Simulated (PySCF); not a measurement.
Electron correlation in Mn (manganese, neutral)

[Ar] 3d5 4s2, high-spin 6S determinant. All numbers are calculated (PySCF 2.14, scalar relativity by spin-free X2C-1e, in cc-pVTZ-DK (7s6p4d2f1g, 68 functions)). Frozen: [Ar]; 7 electrons correlated.

MP2 pair energies summed by pair of shells (mhartree):

```json
{"pair": "3d-3d", "energy": "-72.05", "share (%)": "60.0"}
{"pair": "3d-4s", "energy": "-27.04", "share (%)": "22.5"}
{"pair": "4s-4s", "energy": "-20.98", "share (%)": "17.5"}
```

Total MP2 correlation energy: -120.06 mhartree.

Same-spin part -84.59 and opposite-spin part -35.47 mhartree; SCS-MP2 scales them by 1/3 and 6/5 to -70.77 mhartree.
